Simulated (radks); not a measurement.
Spin polarisation of the 3p4 shell in S. Start: [Ne] 3s2 3p(up 2, down 2); electrons of 3p are moved from spin down to spin up, other shells keep equal spins. All-electron calculation, non-relativistic Kohn-Sham, PBEsol, spin-polarised, spherical densities, point nucleus. Program: a radial shooting solver on a logarithmic mesh with Libxc functionals.

| moment (Bohr magnetons) | E - E(0) (eV) | e(3p up) (eV) | e(3p down) (eV) | 3s down minus up (eV) | 2p down minus up (eV) | 2s down minus up (eV) |
|---|---|---|---|---|---|---|
| 0 | 0.000 | -6.991 | -6.991 | 0.000 | 0.000 | 0.000 |
| 0.5 | -0.052 | -7.187 | -6.774 | 0.456 | 0.092 | 0.067 |
| 1 | -0.207 | -7.364 | -6.534 | 0.914 | 0.183 | 0.133 |
| 1.5 | -0.467 | -7.521 | -6.269 | 1.377 | 0.275 | 0.199 |
| 2 | -0.833 | -7.658 | -5.978 | 1.847 | 0.365 | 0.265 |

At moment 2 the spin-polarisation energy is -0.833 eV and the 3p exchange splitting 1.681 eV, that is 0.840 eV per Bohr magneton; E = -I m^2/4 would give I = 0.833 eV.
